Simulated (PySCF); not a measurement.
A GIAO shielding run with PySCF 2.14.0 with density-fitted response routines (density fitting, non-relativistic, gas phase) on `InChI=1S/C5H9ClSSi/c1-7-5-3-8(2,6)4-5/h3H,4H2,1-2H3/t8-/m1/s1`:

```
$ OMP_NUM_THREADS=1 python probes_run.py task.json out

{"job": {"kind": "nmr", "xc": "PBE0", "basis": "pcSseg-1"}, "charge": 0, "multiplicity": 1}
C      3.258795     0.193659    -0.192892
S      2.250193    -1.222516     0.331827
C      0.654823    -0.652072    -0.047432
C      0.219079     0.499330    -0.589369
Si    -1.594537     0.010939    -0.451809
C     -2.711277     0.963557     0.749271
Cl    -2.604028    -0.352311    -2.174615
C     -0.572233    -1.477708     0.235766
H      4.293716    -0.072870    -0.004391
H      3.104140     0.371402    -1.252758
H      2.982910     1.066767     0.391010
H      0.804687     1.335821    -0.927152
H     -2.909150     1.962335     0.372594
H     -3.667601     0.465310     0.874647
H     -2.248463     1.060721     1.725520
H     -0.593019    -2.402557    -0.337187
H     -0.675034    -1.737776     1.287058
```

Hardware: 1 thread of an Arm Neoverse N1, shared host. The job also computes population analyses, field gradients, ring-centre shieldings.

Q: How large is the calculation?

A: 86 electrons, 202 basis functions and 1116 auxiliary functions.

Q: How long does it take, and how much memory does it need?

A: 84 s of wall time, with 14 SCF cycles and 5 response iterations; peak memory 0.92 GiB. Times on a shared host scatter by some tens of per cent.
